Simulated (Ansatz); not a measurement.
`[OH][GeH2][O][SiH](O)O`, relaxed with RKS PBE0-D4/def2-TZVP in Ansatz from a GFN2-xTB geometry. The force threshold is 0.005 eV/Å; the program also tests the step.

The species carries charge 0 and has multiplicity 1.

Start:

```xyz
12

O     1.593    0.433    1.684
Ge    1.664    1.042    0.073
O     0.238    0.483   -0.772
Si   -1.154   -0.245   -0.398
O    -0.972   -0.939    1.065
O    -1.494   -1.439   -1.441
H     0.840   -0.144    1.829
H     2.820    0.448   -0.680
H     1.603    2.542    0.091
H    -2.197    0.767   -0.369
H    -1.559   -1.655    1.292
H    -1.381   -1.292   -2.375
```

Q: By how much does the energy fall, and how many steps does the optimiser take? (Best estimate.)

A: Computed: 12.18 kJ/mol, in 20 steps, 1 of them rejected.

Q: Which bonds change most? (Estimate.)

A: The calculation gave: O1–Ge2 from 1.723 to 1.764 Å; Ge2–O3 from 1.749 to 1.786 Å; Ge2–H8 from 1.502 to 1.538 Å; Ge2–H9 from 1.501 to 1.528 Å.

Q: Give the relaxed structure. (Best estimate.)

A: Ansatz gave: 
```xyz
12

O     1.418    0.785    1.847
Ge    1.608    1.014    0.109
O    -0.010    0.895   -0.638
Si   -1.175   -0.201   -0.414
O    -0.824   -0.993    0.987
O    -1.232   -1.373   -1.557
H     0.817    0.048    2.015
H     2.483   -0.082   -0.522
H     2.107    2.442   -0.114
H    -2.470    0.506   -0.354
H    -1.144   -1.893    1.064
H    -1.576   -1.147   -2.422
```
